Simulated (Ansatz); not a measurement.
Frontier orbitals of F2I2Sn (`[F][Sn]([F])([I])[I]`).

```
atom    x (Å)    y (Å)    z (Å)
  F1   0.5569   1.8317   0.3445
 Sn2  -0.0383   0.0573   0.0268
  F3  -1.8579   0.1135   0.5651
  I4   0.0702  -0.4266  -2.5541
  I5   1.2691  -1.5759   1.6176
```

The species carries charge 0 and has multiplicity 1. Correlated methods include outer-core shells of I, Sn, which these sets cover unevenly. Sn, I: def2 effective core potential. All single points use the PBE0-D4/def2-TZVP geometry. Basis def2-TZVPP, Ansatz 0.2.0.

```csv
functional,HOMO (eV),LUMO (eV),gap (eV)
LDA (SPW92),-7.50,-4.59,2.91
PBE,-7.32,-4.25,3.07
revPBE,-7.26,-4.15,3.11
PBE0,-8.50,-3.49,5.01
r2SCANh,-8.08,-3.86,4.22
ωB97M-V,-10.60,-1.60,9.00
```

Against PBE, PBE0 changes HOMO and LUMO by −1.18 and +0.76 eV, ωB97M-V by −3.28 and +2.66 eV. A gap of 3.07 eV thus becomes 9.01 eV for the same molecule, so an orbital gap means little without its functional.
